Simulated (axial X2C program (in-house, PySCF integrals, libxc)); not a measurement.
What spin–orbit coupling does to ZrP⁺

Calculated with an in-house all-electron X2C program for linear molecules (integrals from PySCF). Spin-free means the one-electron spin-free X2C Hamiltonian; two-component (2c) means X2C with spin–orbit coupling and atomic mean-field two-electron Coulomb and Gaunt terms, so the difference of the two also holds small scalar two-electron terms. Basis: Zr dyall-cv3z [11s12p9d6f3g], P dyall-v3z [8s7p2d1f] (cores contracted in-house); Gaussian nuclei, density fitting, unrestricted open shells. Masses: Zr 89.905 u, P 30.974 u.

Spin-free state: M_S = 0, Λ = 0 (closed shell); fragments Zr+ + P.

| level | Re (Å) | ωe (cm⁻¹) | De (eV) | μ (D) |
| --- | --- | --- | --- | --- |
| PBE0 | 2.146 | 564.6 | 3.609 | -5.60 |
| B97-3 | 2.149 | 559.8 | 4.114 | -5.58 |

Dipoles are positive if P is the positive end and refer to the centre of mass.

Two-component determinant lowest at the distance of the search:

Ω = 0 (closed shell); fragments Zr+ + P.

```tsv
level	Re (Å)	ωe (cm⁻¹)	μ (D)
PBE0	2.146	564.3	-5.58
B97-3	2.149	559.5	-5.57
```

Question: From the two tables, how do the constants change at the PBE0 level (2c against spin-free)?

Answer: At the PBE0 level Re is unchanged within 0.001 Å and ωe decreases by 0.3 cm⁻¹.

The state is one determinant whose occupation by symmetry is held fixed; it was picked as the lowest of a PBE0 search that is not exhaustive. The closed shell is kept restricted, so the energy runs too high when the bond is stretched far. De is counted from the lowest determinant-based energies of the atoms at the same level, without counterpoise correction. De is not given where an atomic determinant may have missed its ground term or J level, or where the truncated virtual space spoils (T). The functionals have no current-density term, which raises determinants with orbital currents, atoms included.
